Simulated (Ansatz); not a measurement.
This geometry of C3H8Si2 (13 atoms, charge 0, multiplicity 1) is a first-order saddle point.

Level of theory: RKS PBE0-D4/def2-SVP in Ansatz.

```xyz
13
Properties=species:S:1:pos:R:3
Si -2.070 0.865 0.311
C -0.364 0.162 0.056
C 0.030 -1.134 -0.039
C 1.529 -1.211 -0.246
Si 1.419 0.691 -0.172
H -2.670 0.371 1.591
H -2.002 2.356 0.372
H -2.986 0.475 -0.807
H -0.624 -2.019 0.025
H 1.828 -1.672 -1.201
H 2.070 -1.727 0.565
H 2.094 1.367 0.979
H 1.766 1.442 -1.419
```

(1) Which two structures does it join? (They come from a converged band through this point; their orientation in space is the band's.)

(2) How far does it lie above each of them?

Answers

(1) No bond is made or broken. The dihedral H8–Si1–C2–Si5 goes from -180 to 59°. The two ends are copies of one structure, up to a mirror image or an exchange of like atoms.

Initial state:

```xyz
13
Properties=species:S:1:pos:R:3
Si -2.073 0.856 0.295
C -0.363 0.173 0.059
C 0.009 -1.098 -0.243
C 1.519 -1.194 -0.339
Si 1.447 0.665 0.078
H -2.225 1.430 1.669
H -2.341 1.951 -0.688
H -3.093 -0.224 0.106
H -0.672 -1.951 -0.400
H 1.889 -1.483 -1.337
H 1.975 -1.870 0.403
H 2.033 1.092 1.387
H 1.915 1.619 -0.975
```

Final state:

```xyz
13
Properties=species:S:1:pos:R:3
Si -2.075 0.856 0.286
C -0.364 0.173 0.050
C 0.037 -1.125 0.031
C 1.534 -1.208 -0.189
Si 1.416 0.694 -0.234
H -3.060 -0.257 0.462
H -2.124 1.742 1.490
H -2.480 1.678 -0.897
H -0.615 -2.005 0.156
H 1.825 -1.727 -1.117
H 2.087 -1.668 0.646
H 2.100 1.446 0.863
H 1.740 1.366 -1.531
```

(2) 0.044 eV above the first and 0.044 eV above the second. This is the barrier of this one path; another mechanism may lie lower.

The run took 2.4 min on 2 threads of Arm Neoverse V1, with other jobs on the host, peak memory 0.28 GiB.
